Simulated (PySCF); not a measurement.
A run for PySCF: R-MP2/6-31G* on BGeH5O (SMILES O[BH][GeH3]), a point of a torsion scan.

```python
from pyscf import gto, scf, dft, mp
from pyscf.data.elements import chemcore

mol = gto.M(
    atom='''
    O     1.59367915    0.76193703   -0.18134369
    B     0.87612963   -0.30720631    0.13248663
    Ge   -1.12522679   -0.04090234   -0.00417656
    H     2.55190352    0.71737807   -0.15878514
    H     1.38451712   -1.32778701    0.44135657
    H    -1.74793410   -0.58079752   -1.25590924
    H    -1.57920927    1.38272863   -0.00313246
    H    -1.96907197   -0.68162762    1.05535040
    ''',
    basis='6-31g*',
    cart=True,
    charge=0, spin=0, verbose=3, max_memory=1800)
mf = scf.RHF(mol)
mf.conv_tol = 1e-8
mf.max_cycle = 100
mf.kernel()
if not mf.converged:
    mf = mf.newton().run(mf.mo_coeff, mf.mo_occ)
pt = mp.MP2(mf, frozen=chemcore(mol)).run()
```

Output:

```
converged SCF energy = -2177.54374697487
E(RMP2) = -2178.0532367823  E_corr = -0.509489807426347
E(SCS-RMP2) = -2178.03148822303  E_corr = -0.48774124816428
```

The calculation finished and met its thresholds.

Cost: around 1.6 core-seconds (rough).
